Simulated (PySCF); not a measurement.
Compound: C6H7NO.
Structure used (GFN2-xTB), in Å, numbered top down from 1:
```
atom  x, y, z in Å
C1    -1.7798   -3.0927   -0.7220
C2    -1.3726   -2.0508   -1.1471
C3    -0.8177   -0.7984   -1.6251
N4     0.2301   -0.3149   -0.7493
C5     0.1641    0.9019   -0.1508
O6    -0.7388    1.6865   -0.3673
C7     1.2990    1.1846    0.7642
C8     1.3811    2.3393    1.4068
H9    -2.1667   -3.9999   -0.3641
H10   -1.5923   -0.0237   -1.6415
H11   -0.4291   -0.9370   -2.6432
H12    0.9679   -0.9591   -0.5132
H13    2.0456    0.4109    0.8816
H14    2.1885    2.5758    2.0783
H15    0.6163    3.0855    1.2650
```

Computed at PBE0/pcSseg-1 (PySCF, non-relativistic), with Q(14N) = 0.02044 b, Q(17O) = −0.0256 b: N4, 14N (I = 1): χzz = -4.868 MHz, η = 0.155; O6, 17O (I = 5/2): χzz = 9.083 MHz, η = 0.127.

Q: Where would the pure quadrupole (NQR) lines of 14N at N4 fall for the rigid, isolated species?

A: From ν± = (3/4)|χ|(1 ± η/3) and ν0 = |χ|η/2: ν+ 3.839 MHz, ν− 3.462 MHz, ν0 0.376 MHz (amide nitrogen).

Q: Where would the pure quadrupole (NQR) lines of 17O at O6 fall for the rigid, isolated species?

A: From the eigenvalues of H = χ/[4I(2I − 1)] × [3Iz² − I(I + 1) + η(Ix² − Iy²)], steps between neighbouring levels, labelled as for η = 0: ±1/2↔±3/2 1.386 MHz, ±3/2↔±5/2 2.716 MHz (amide oxygen).

In a crystal, neighbours and librations shift these lines. GFN2-xTB bond lengths can be off by several hundredths of an ångström, more for odd bonds, and the gradients follow them. With a basis this small, the couplings can be 20 % off.

One conformer stands for the species.
